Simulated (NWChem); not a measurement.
System: SnNH5O; SMILES [NH2][SnH2][OH]

Here is an NWChem input.

```
start job
memory heap 200 mb stack 900 mb global 1100 mb
geometry units angstroms
  Sn    -0.275726     0.029714     0.001499
  N      0.862748    -1.645932    -0.030831
  O      0.970815     1.588305    -0.082475
  H     -1.130008     0.072571     1.486878
  H     -1.270171     0.025662    -1.393954
  H      1.407089    -1.742128    -0.886013
  H      1.511417    -1.703060     0.752052
  H      0.520398     2.436290    -0.000175
end
basis spherical
  Sn library sto-3g
  N library sto-3g
  O library sto-3g
  H library sto-3g
end
dft
  xc hfexch
  iterations 150
end
driver
  maxiter 120
end
task dft optimize
task dft freq
```

Excerpt of the output:

```
             Northwest Computational Chemistry Package (NWChem) 7.3.0
             --------------------------------------------------------

 C1  symmetry detected

                             Geometry "geometry" -> ""
                             -------------------------

 Output coordinates in angstroms (scale by  1.889725989 to convert to a.u.)

  No.       Tag          Charge          X              Y              Z
 ---- ---------------- ---------- -------------- -------------- --------------
    1 Sn                  50.0000    -0.29116403     0.00407944    -0.00054136
    2 N                    7.0000     0.85040883    -1.66976578     0.00283342
    3 O                    8.0000     0.95530922     1.56497628    -0.00578529
    4 H                    1.0000    -1.21651875     0.02852731     1.44206259
    5 H                    1.0000    -1.21678588     0.01525962    -1.44252803
    6 H                    1.0000     1.43572953    -1.75529788    -0.82600974
    7 H                    1.0000     1.46046134    -1.73533123     0.81553138
    8 H                    1.0000     0.49997957     2.41142047     0.06446040

 Effective nuclear repulsion energy (a.u.)     290.1388599477

                                Z-matrix (autoz)
                                --------

 Units are Angstrom for bonds and degrees for angles

      Type          Name      I     J     K     L     M      Value
      ----------- --------  ----- ----- ----- ----- ----- ----------
    1 Stretch                  1     2                       2.02607
    2 Stretch                  1     3                       1.99753
    3 Stretch                  1     4                       1.71406
    4 Stretch                  1     5                       1.71354
    5 Stretch                  2     6                       1.01828
    6 Stretch                  2     7                       1.01830
    7 Stretch                  3     8                       0.96370
    8 Bend                     1     2     6               113.07350
    9 Bend                     1     2     7               113.08361
   10 Bend                     1     3     8               113.03618
   11 Bend                     2     1     3               107.09640
   12 Bend                     2     1     4               108.33444
   13 Bend                     2     1     5               108.12869
   14 Bend                     3     1     4               109.14394
   15 Bend                     3     1     5               109.25476
   16 Bend                     4     1     5               114.61616
   17 Bend                     6     2     7               107.44829
   18 Torsion                  2     1     3     8        -175.33922
   19 Torsion                  3     1     2     6         -62.17896
   20 Torsion                  3     1     2     7          60.22190
   21 Torsion                  4     1     2     6        -179.78420
   22 Torsion                  4     1     2     7         -57.38334
   23 Torsion                  4     1     3     8         -58.26515
   24 Torsion                  5     1     2     6          55.44950
   25 Torsion                  5     1     2     7         177.85037
   26 Torsion                  5     1     3     8          67.77175

  xc_inp: hfexch multiplicative factor not found.

                           NWChem Geometry Optimization
                           ----------------------------

 maximum gradient threshold         (gmax) =   0.000450
 rms gradient threshold             (grms) =   0.000300
 maximum cartesian step threshold   (xmax) =   0.001800
 rms cartesian step threshold       (xrms) =   0.001200
 fixed trust radius                (trust) =   0.300000
 source of zmatrix                         =   autoz

          -------------------
          Energy Minimization
          -------------------

 Using diagonal initial Hessian
 Scaling for Hessian diagonals: bonds = 1.00  angles = 0.25  torsions = 0.10

          --------
          Step   0

                                 NWChem DFT Module
                                 -----------------

 Summary of "ao basis" -> "ao basis" (spherical)
 ------------------------------------------------------------------------------
       Tag                 Description            Shells   Functions and Types
 ---------------- ------------------------------  ------  ---------------------
 Sn                          sto-3g                 11       27   5s4p2d
 N                           sto-3g                  3        5   2s1p
 O                           sto-3g                  3        5   2s1p
 H                           sto-3g                  1        1   1s

            General Information
            -------------------
          SCF calculation type: DFT
          Wavefunction type:  closed shell.
          No. of atoms     :     8
          No. of electrons :    70
           Alpha electrons :    35
            Beta electrons :    35
          Charge           :     0
          Spin multiplicity:     1
          Use of symmetry is: off; symmetry adaption is: off
          Maximum number of iterations: 150
          AO basis - number of functions:    42
                     number of shells:    22
          Convergence on energy requested:  1.00D-06
          Convergence on density requested:  1.00D-05
          Convergence on gradient requested:  5.00D-04

              XC Information
              --------------
                     Hartree-Fock (Exact) Exchange  1.000

      Superposition of Atomic Density Guess
      -------------------------------------

 Sum of atomic energies:       -6092.91953481

      Non-variational initial energy
      ------------------------------

 Total energy =   -6092.837311
 1-e energy   =   -9012.099459
 2-e energy   =    2629.123287
 HOMO         =      -0.168891
 LUMO         =       0.286739

   convergence    iter        energy       DeltaE   RMS-Dens  Diis-err
 ---------------- ----- ----------------- --------- --------- ---------
 d= 0,ls=0.0,diis     1  -6093.7080199354 -6.38D+03  2.05D-02  4.03D-01
 d= 0,ls=0.0,diis     2  -6093.7853698466 -7.73D-02  4.74D-03  2.65D-02
 d= 0,ls=0.0,diis     3  -6093.7906923503 -5.32D-03  1.66D-03  8.91D-04
 d= 0,ls=0.0,diis     4  -6093.7910391855 -3.47D-04  3.04D-04  2.62D-05
 d= 0,ls=0.0,diis     5  -6093.7910504177 -1.12D-05  1.06D-04  2.28D-06
  Resetting Diis
 d= 0,ls=0.0,diis     6  -6093.7910515179 -1.10D-06  2.37D-05  1.06D-07
 d= 0,ls=0.0,diis     7  -6093.7910515718 -5.39D-08  3.41D-06  6.12D-09

         Total DFT energy =    -6093.791051571831
      One electron energy =    -9005.830667656051
           Coulomb energy =     2798.443816149820
    Exchange-Corr. energy =     -176.543060013269
 Nuclear repulsion energy =      290.138859947669

 Numeric. integr. density =        0.000000000000

                       DFT Final Molecular Orbital Analysis
                       ------------------------------------

 Vector   33  Occ=2.000000D+00  E=-3.338800D-01
              MO Center=  5.7D-01,  5.5D-01,  3.5D-02, r^2= 3.2D+00
   Bfn.  Coefficient  Atom+Function         Bfn.  Coefficient  Atom+Function
  ----- ------------  ---------------      ----- ------------  ---------------
    35      0.645060  3 O  px                31     -0.397357  2 N  py
    15     -0.324368  1 Sn px                34      0.310995  3 O  s
    38      0.243391  4 H  s                 39      0.183344  5 H  s
    11      0.142299  1 Sn px                16     -0.134312  1 Sn py
    42     -0.129329  8 H  s                 14     -0.118630  1 Sn s

 Vector   34  Occ=2.000000D+00  E=-3.229322D-01
              MO Center=  5.3D-01,  1.2D+00, -4.8D-02, r^2= 2.0D+00
   Bfn.  Coefficient  Atom+Function         Bfn.  Coefficient  Atom+Function
  ----- ------------  ---------------      ----- ------------  ---------------
    37      0.889704  3 O  pz                39      0.304192  5 H  s
    38     -0.253954  4 H  s                 17     -0.109516  1 Sn pz
    35      0.103794  3 O  px                26      0.094334  1 Sn d  1
    13      0.065491  1 Sn pz                21     -0.034605  1 Sn d  1
    41      0.032469  7 H  s                 36     -0.027866  3 O  py

[...]

      ----------------------
      Optimization converged
      ----------------------

  Step       Energy      Delta E   Gmax     Grms     Xrms     Xmax
  ---- ---------------- -------- -------- -------- -------- --------
@    9   -6093.80011194 -4.1D-08  0.00003  0.00001  0.00017  0.00045
                                     ok       ok       ok       ok

                                Z-matrix (autoz)
                                --------

 Units are Angstrom for bonds and degrees for angles

      Type          Name      I     J     K     L     M      Value     Gradient
      ----------- --------  ----- ----- ----- ----- ----- ---------- ----------
    1 Stretch                  1     2                       1.95814    0.00001
    2 Stretch                  1     3                       1.94902   -0.00003
    3 Stretch                  1     4                       1.63480    0.00001
    4 Stretch                  1     5                       1.63460    0.00001
    5 Stretch                  2     6                       1.01911    0.00000
    6 Stretch                  2     7                       1.01913    0.00000
    7 Stretch                  3     8                       0.98789    0.00001
    8 Bend                     1     2     6               118.78108    0.00000
    9 Bend                     1     2     7               118.76139    0.00000
   10 Bend                     1     3     8               107.86008    0.00000
   11 Bend                     2     1     3               106.42384    0.00001
   12 Bend                     2     1     4               109.43902    0.00000
   13 Bend                     2     1     5               109.31727    0.00000
   14 Bend                     3     1     4               109.44134   -0.00000
   15 Bend                     3     1     5               109.49595   -0.00000
   16 Bend                     4     1     5               112.53696   -0.00001
   17 Bend                     6     2     7               106.46486   -0.00001
   18 Torsion                  2     1     3     8        -175.38584    0.00000
   19 Torsion                  3     1     2     6         -66.98314    0.00000
   20 Torsion                  3     1     2     7          65.11448   -0.00000
   21 Torsion                  4     1     2     6         174.85224   -0.00000
   22 Torsion                  4     1     2     7         -53.05014   -0.00000
   23 Torsion                  4     1     3     8         -57.22276    0.00001
   24 Torsion                  5     1     2     6          51.18239    0.00000
   25 Torsion                  5     1     2     7        -176.71999    0.00000
   26 Torsion                  5     1     3     8          66.56649   -0.00000

                         Geometry "geometry" -> "geometry"
                         ---------------------------------

 Output coordinates in angstroms (scale by  1.889725989 to convert to a.u.)

  No.       Tag          Charge          X              Y              Z
 ---- ---------------- ---------- -------------- -------------- --------------
    1 Sn                  50.0000    -0.26472804     0.01906304    -0.00106621
    2 N                    7.0000     0.85442470    -1.58773463     0.00198698
    3 O                    8.0000     0.95437294     1.53973145    -0.00829229
    4 H                    1.0000    -1.17018579     0.05401917     1.35962938
    5 H                    1.0000    -1.17384067     0.04223215    -1.35933237
    6 H                    1.0000     1.41987917    -1.79340699    -0.82053923
    7 H                    1.0000     1.44472276    -1.77263536     0.81191162
    8 H                    1.0000     0.41277476     2.36259938     0.06572548

 Effective nuclear repulsion energy (a.u.)     298.2264528737

                Final and change from initial internal coordinates
                --------------------------------------------------

                                Z-matrix (autoz)
                                --------

 Units are Angstrom for bonds and degrees for angles

[...]

 Rotational Constants
 --------------------
 A=   0.373446 cm-1  (  0.537293 K)
 B=   0.186694 cm-1  (  0.268605 K)
 C=   0.134550 cm-1  (  0.193583 K)

 Temperature                      =   298.15K
 frequency scaling parameter      =   1.0000

 Zero-Point correction to Energy  =   37.367 kcal/mol  (  0.059548 au)
 Thermal correction to Energy     =   41.126 kcal/mol  (  0.065538 au)
 Thermal correction to Enthalpy   =   41.718 kcal/mol  (  0.066482 au)

 Total Entropy                    =   79.639 cal/mol-K
   - Translational                =   40.966 cal/mol-K (mol. weight = 152.9389)
   - Rotational                   =   24.646 cal/mol-K (symmetry #  =        1)
   - Vibrational                  =   14.027 cal/mol-K

 Cv (constant volume heat capacity) =   18.719 cal/mol-K
   - Translational                  =    2.979 cal/mol-K
   - Rotational                     =    2.979 cal/mol-K
   - Vibrational                    =   12.761 cal/mol-K

[normal modes left out]

 ----------------------------------------------------------------------------
 Normal Eigenvalue ||           Projected Infra Red Intensities
  Mode   [cm**-1]  || [atomic units] [(debye/angs)**2] [(KM/mol)] [arbitrary]
 ------ ---------- || -------------- ----------------- ---------- -----------
    1       -0.000 ||    0.000771           0.018         0.751       0.155
    2        0.000 ||    0.000102           0.002         0.100       0.020
    3        0.000 ||    0.000007           0.000         0.006       0.001
    4        0.000 ||    0.000002           0.000         0.002       0.000
    5        0.000 ||    0.000457           0.011         0.445       0.092
    6        0.000 ||    0.000232           0.005         0.226       0.047
    7       24.023 ||    0.032458           0.749        31.641       6.512
    8      166.593 ||    0.066351           1.531        64.682      13.312
    9      199.333 ||    0.028463           0.657        27.747       5.710
   10      373.293 ||    0.187162           4.318       182.455      37.549
   11      502.293 ||    0.105349           2.430       102.699      21.135
   12      658.197 ||    0.043341           1.000        42.251       8.695
   13      677.095 ||    0.005074           0.117         4.946       1.018
   14      732.462 ||    0.037114           0.856        36.180       7.446
   15      820.716 ||    0.325388           7.507       317.204      65.281
   16      915.060 ||    0.200332           4.622       195.293      40.191
   17     1012.931 ||    0.038211           0.882        37.250       7.666
   18     1134.350 ||    0.017843           0.412        17.394       3.580
   19     2008.357 ||    0.001780           0.041         1.735       0.357
   20     2277.553 ||    0.017587           0.406        17.144       3.528
   21     2297.502 ||    0.008304           0.192         8.096       1.666
   22     3982.765 ||    0.004801           0.111         4.680       0.963
   23     4160.840 ||    0.003266           0.075         3.184       0.655
   24     4207.560 ||    0.071876           1.658        70.068      14.420
 ----------------------------------------------------------------------------
```

Level: Hartree-Fock/STO-3G, non-relativistic.
